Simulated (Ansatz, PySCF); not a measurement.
C6H8, SMILES C#C[C@@H](C=C)C. Atoms are numbered in the order given.

```xyz
14

C     -1.6520     1.9099     0.1488
C     -0.9453     0.9607    -0.1086
C     -0.0986    -0.1995    -0.3970
C     -0.9201    -1.4962    -0.3889
C      1.0459    -0.2720     0.5831
C      2.3339    -0.2634     0.2449
H     -2.2747     2.7562     0.3720
H      0.3258    -0.0609    -1.4074
H     -1.3456    -1.6793     0.6092
H     -0.2800    -2.3497    -0.6554
H     -1.7510    -1.4365    -1.1066
H      0.7558    -0.3495     1.6382
H      2.6500    -0.1792    -0.8001
H      3.1216    -0.3371     0.9989
```

Geometry: PBE0-D3(BJ)/def2-SVP. The structure was generated by enumeration; whether it is a known compound was not checked. Other conformers were not sampled.

Two levels are set side by side: PBE-D3(BJ)/def2-SVP (Ansatz, an electronic-structure program) and PBE0-D3(BJ)/def2-SVP (Ansatz). Each level has its own optimised geometry; the coordinates shown are those of the second. Frequencies come from the Hessian of PySCF at each geometry. Differences are taken from unrounded values.

```tsv
quantity	PBE0-D3(BJ)	PBE-D3(BJ)	PBE-D3(BJ) minus PBE0-D3(BJ)
mean bond length (Å)	1.216	1.225	0.008
bond C1–C2 (Å)	1.211	1.223	0.012
bond C2–C3 (Å)	1.465	1.469	0.004
bond C3–C4 (Å)	1.535	1.546	0.011
bond C3–C5 (Å)	1.509	1.517	0.009
bond C5–C6 (Å)	1.332	1.342	0.010
bond C1–H7 (Å)	1.074	1.081	0.007
bond C3–H8 (Å)	1.105	1.114	0.009
bond C4–H9 (Å)	1.100	1.108	0.008
bond C4–H10 (Å)	1.100	1.108	0.008
bond C4–H11 (Å)	1.100	1.108	0.008
bond C5–H12 (Å)	1.097	1.105	0.008
bond C6–H13 (Å)	1.095	1.103	0.008
bond C6–H14 (Å)	1.093	1.101	0.008
highest harmonic wavenumber (cm⁻¹)	3491	3409	-82
mean harmonic wavenumber (cm⁻¹)	1440	1391	-49
zero-point energy (kcal/mol)	74.10	71.60	-2.50
```

GGA bonds tend to be longer and softer than those of functionals with exact exchange. Differences between two approximate levels are no errors against the true value.
